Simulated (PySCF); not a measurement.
## Correlation energy of S (sulfur, neutral)

[Ne] 3s1 3p5, 3s spin antiparallel (an excited configuration). Calculation: PySCF 2.14, in x2c-TZVPPall (5s5p3d1f, 42 functions); the spin-free X2C one-electron Hamiltonian (Gaussian nucleus). Frozen: [Ne]; 6 electrons correlated.

MP2 pair energies summed by pair of shells (mhartree):

| pair | energy | share (%) |
| --- | --- | --- |
| 3p-3p | -139.60 | 74.6 |
| 3s-3p | -47.48 | 25.4 |

Total MP2 correlation energy: -187.09 mhartree.

Same-spin part -31.73 and opposite-spin part -155.35 mhartree; SCS-MP2 scales them by 1/3 and 6/5 to -197.00 mhartree.
